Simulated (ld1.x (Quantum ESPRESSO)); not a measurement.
W: excitation energies, all-electron against TM

```
Element                 : W (Z = 74)
Generator               : ld1.x (Quantum ESPRESSO) 7.5
Type                    : norm-conserving Troullier–Martins (Kleinman–Bylander form)
Functional              : PBE
Relativity              : scalar-relativistic
Frozen core             : [Xe] 4f14
Valence charge          : 6
Reference configuration : 5d4 6s1 6p1
Partial waves           : 6p (bound): rc 3.02 bohr; 5d (bound): rc 1.95 bohr; 6s (bound): rc 2.20 bohr
Local potential         : the s channel
Core correction         : Bessel-smoothed model core inside 1.20 bohr
```

Energies are relative to the spin-unpolarised reference configuration 5d4 6s1 6p1; without spin polarisation the order of configurations can differ from experiment.

(1) Give the all-electron excitation energy and the error of the potential for: 5d4 6s2 6p0; 5d4 6s1 6p0; 5d4 6s0 6p0; 5d4 6s0 6p2; 5d2 6s0 6p0; 5d4.5 6s1.5 6p0; 5d3 6s2 6p0.

Levels in the configuration 5d4 6s2 6p0:

```tsv
level	all-electron (eV)	pseudo (eV)
5d	-4.480	-4.470
6s	-5.713	-5.711
```

## Answers

(1)

| valence configuration | charge | ΔE all-electron (eV) | error AE − PS (meV) |
| --- | --- | --- | --- |
| 5d4 6s2 6p0 | 0 | -4.495 | -1.9 |
| 5d4 6s1 6p0 | +1 | 4.388 | -7.0 |
| 5d4 6s0 6p0 | +2 | 20.068 | -32 |
| 5d4 6s0 6p2 | 0 | 4.764 | -5.7 |
| 5d2 6s0 6p0 | +4 | 82.661 | -672 |
| 5d4.5 6s1.5 6p0 | 0 | -3.800 | -22 |
| 5d3 6s2 6p0 | +1 | 4.335 | -42 |
